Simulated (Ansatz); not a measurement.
Results of the Gaussian-basis code of Ansatz.

A structure relaxed at PBE0-D4/def2-TZVP, charge 0, multiplicity 2:

```xyz
8

C     1.701   -0.163    2.093
C     0.695   -0.242    1.419
Al   -0.969   -0.428    0.483
C    -1.018    0.141   -1.392
H     2.590   -0.091    2.678
H    -0.741    1.199   -1.452
H    -0.269   -0.424   -1.957
H    -1.989    0.007   -1.871
```

Question: Give its formula and SMILES.

Answer: C3H4Al, `C#[C][Al][CH3]`.

Question: Point group (tolerance 0.08 Å, 0.16 Å for H)?

Answer: Cs.

Question: Summarise the bond lengths by kind.

Answer: 1 × C–C 1.213 Å; 4 × C–H 1.067 to 1.095 Å; 2 × Al–C 1.919 to 1.960 Å.
